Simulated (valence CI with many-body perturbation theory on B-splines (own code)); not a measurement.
## Basis-set convergence for Xe40+

Calculated by configuration interaction combined with many-body perturbation theory (CI+MBPT): four valence electrons over a frozen Dirac-Fock core [Ne], radial functions for each j: 9 s, 9 p, 8 d, 6 f, 3 g, 1 h, with the one-electron correlation potential Σ1 (screened to all orders), the two-electron term Σ2, the three-electron term Σ3, Breit, model QED; selected single and double excitations, second order for the rest, scaled by the run's own slope (own B-spline code, finite nucleus).

No measured spectrum was set against this ion. As an estimate, large intervals hold to a few tenths of a per cent, small ones and those within an open d or f shell to about a per cent.

The reference run has the lowest level (3s^2 3p1/2^2) J=0 and an ionisation energy of 2977.47 eV. Its largest variational space holds 20031 state functions.

Levels are named by their leading jj configuration (3d3/2^4 stands for four electrons in 3d with j = 3/2), which in mixed levels can hold well under half, so a name can repeat and another be missing. Letters in brackets count levels of one name in rising energy.

Changed runs:
A. basis 6 s, 6 p, 5 d, 3 f, 1 g
B. basis 5 s, 5 p, 4 d, 2 f

Excitation energies of the reference run in cm⁻¹, and shifts in cm⁻¹:

```tsv
Level	Reference	A	B
(3s^2 3p1/2 3p3/2) J=1	595476	-88	-254
(3s^2 3p1/2 3p3/2) J=2	647071	+18	+109
(3s^2 3p3/2^2) J=2	1279820	-39	-63
(3s^2 3p3/2^2) J=0	1392470	+77	+277
(3s 3p1/2^2 3p3/2) J=2	1417630	-127	-364
(3s 3p1/2^2 3p3/2) J=1	1577710	+15	+71
(3s^2 3p1/2 3d3/2) J=2	1780490	+179	+403
(3s 3p1/2 3p3/2^2) J=2 [a]	1917760	-131	-468
(3s^2 3p1/2 3d5/2) J=3	1979670	+115	+274
(3s^2 3p1/2 3d3/2) J=1	1995780	+377	+1224
(3s^2 3p1/2 3d5/2) J=2	2107760	+183	+616
(3s 3p1/2 3p3/2^2) J=3	2129270	+141	+497
Ionisation energy (eV)	2977.47	-0.031	-0.10
```
